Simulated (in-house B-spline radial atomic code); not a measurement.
# Ionising S⁵⁺ with different functionals

Computed with an all-electron radial atomic-structure program (B-spline basis): non-relativistic Hamiltonian, point nucleus, spin-polarised at highest spin, spherical fractional occupations for the functionals, and exact exchange of hybrids averaged over the configuration. The ionisation energy is the difference of two self-consistent energies, [Ne] 3s1 → [He] 2s2 2p6, without Breit or QED terms; ε is the level of the shell that loses the electron (its least bound occupied spin orbital).

```tsv
method	rung	ΔSCF (eV)	-ε(3s) (eV)
PBE0	global hybrid	88.32	83.20
B3LYP	global hybrid	88.84	83.13
TPSSh	global hybrid	88.04	82.23
M06-2X	global hybrid	88.26	85.36
BHandHLYP	global hybrid	88.57	84.84
r2SCAN0	global hybrid	87.77	83.44
B97-1	global hybrid	87.93	82.69
HSE06	range-separated hybrid	88.36	82.84
wB97X	range-separated hybrid	86.90	85.60
CAM-B3LYP	range-separated hybrid	88.84	84.98
LC-wPBE	range-separated hybrid	88.47	86.51
```

(1) Among the functionals, which spreads more, the ΔSCF values or the orbital energies?

(2) How do they compare with the NIST value?

Answers

(1) The orbital energies: ΔSCF values span about 1.94 eV and the orbital energies 4.28 eV.

(2) NIST lists 88.053 eV (measured, ground level to ground level). Errors run from -1.15 to +0.79 eV; TPSSh is closest (-0.02 eV), but part of that can be cancellation, since the calculations leave out relativity, Breit-QED terms.
